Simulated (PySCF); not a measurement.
Species: C₆H₇FN (doublet state).
Atom-mapped SMILES: `[H]/[C:1]=[CH:2]\[C:3](=[N:4]/[H])[CH2:5]/[CH:6]=[CH:7]/[F:8]` (hydrogens: H9 on C1; H10 on C2; H11 on N4; H12, H13 on C5; H14 on C6; H15 on C7)

Geometry (GFN2-xTB, Å), atoms numbered from 1 in this order:
```
atom  x, y, z in Å
C1    -2.5489   -0.0294    1.3289
C2    -1.3508   -0.1696    0.8587
C3    -0.8230    0.3659   -0.4388
N4    -1.3392    1.2487   -1.1625
C5     0.4865   -0.2506   -0.8694
C6     1.5794    0.1641    0.0612
C7     2.1827   -0.6670    0.8898
F8     3.1509   -0.2554    1.7246
H9    -3.4645    0.4317    1.0327
H10   -0.6028   -0.7357    1.4026
H11   -2.2125    1.6577   -0.8478
H12    0.7035    0.1043   -1.8781
H13    0.3867   -1.3379   -0.8769
H14    1.8540    1.2086    0.0557
H15    1.9938   -1.7274    0.9852
```

The hyperfine couplings belong to this conformer and change with its torsions.

Level of theory: UKS B3LYP, pcH-1 on C F H N, non-relativistic, mean-field spin-orbit, GIAO in PySCF 2.14.0. Geometry: GFN2-xTB, one conformer, isolated molecule. The geometry wasn't refined by DFT: couplings that depend on bond lengths, twists or pyramidal angles can differ widely from those at the functional's own minimum. The frame is twisted about the C2–C3 bond at this geometry (dihedral H10–C2–C3–C5 = 14°); couplings at other torsion angles weren't computed. Stability of the SCF solution: not tested.

Question: Predict the first-order ENDOR lines of C3, C2, C5, C7, F8, H10, H9, H11 and H12/H13 under fast tumbling at B = 344.7 mT (X band).

Answer: ν± = |νn ± a/2|, one line for each electron-spin manifold; νn = |g_N| × 7.62259 MHz/T × B.

```csv
nuclei,isotope,g_N,νn (MHz),a_iso (MHz),lower line (MHz),upper line (MHz)
C3,13C,1.4048,3.69,68.71,30.66,38.05
C2,13C,1.4048,3.69,-15.03,3.82,11.20
C5,13C,1.4048,3.69,3.79,1.80,5.59
C7,13C,1.4048,3.69,0.60,3.39,3.99
F8,19F,5.2577,13.81,0.70,13.46,14.17
H10,1H,5.5857,14.68,123.30,46.97,76.33
H9,1H,5.5857,14.68,39.19,4.92,34.27
H11,1H,5.5857,14.68,6.46,11.45,17.91
H12/H13,1H,5.5857,14.68,2.65,13.35,16.00
```

The rows for 13C, of low natural abundance, apply to labelled samples.

Question: Which pairs are centred on the nuclear Larmor frequency, and which on half the coupling?

Answer: Centred on νn, since |a| < 2νn: C5, C7, F8, H11 and H12/H13. Centred on |a|/2 and split by 2νn: C3, C2, H10 and H9.

Question: At what field would the lower line of H10 fall to zero frequency?

Answer: Where νn = |a|/2, that is B = 61.65 MHz/(5.5857 × 7.62259 MHz/T) = 1450 mT, as far as first order holds there.

Couplings of abundant isotopes left out: N4 (1.8 MHz).

Nuclei that the bonding pattern makes equivalent are averaged, as if the motion that swaps them (rotation, inversion, ring flip) were fast.

On one thread, Arm Neoverse V2 (aarch64), no GPU, shared host with 32 logical CPUs at a one-minute load of 8.9, this took 54 s wall (grids of density and orbitals included) and 0.97 GiB of memory at its peak.
